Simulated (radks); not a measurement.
Results of a calculation; reference values are marked as such.
Charge is removed step by step from the 1s1/2 level of La53+, starting from [He] 2s2. Code: a radial shooting solver on a logarithmic mesh with Libxc functionals. Model: Dirac Kohn-Sham, LDA (Slater exchange, Perdew-Wang correlation), spin-unpolarised, spherical densities, finite nucleus; Fermi nuclear charge, rms radius 4.855 fm.

removed (e)	E - E(0) (eV)	eigenvalue (eV)	E minus straight line (eV)
0	0.000	-44163	0.000
0.1	4420.9	-44255	-41.118
0.2	8851.0	-44347	-73.020
0.3	13290.3	-44439	-95.731
0.4	17738.7	-44530	-109.276
0.5	22196	-44621	-113.683
0.6	26663	-44712	-108.987
0.7	31139	-44803	-95.225
0.8	35624	-44893	-72.439
0.9	40117	-44982	-40.678
1	44620	-45071	0.000

Removing the whole electron costs 44620 eV by Delta-SCF, against 44163 eV from minus the eigenvalue at the starting occupation. Slater's transition state (half an electron removed) gives 44621 eV. Integrating minus the eigenvalue over the occupation (Janak's theorem) gives 44620 eV. The mean slope of the eigenvalue, de/dn, is 908 eV per electron.
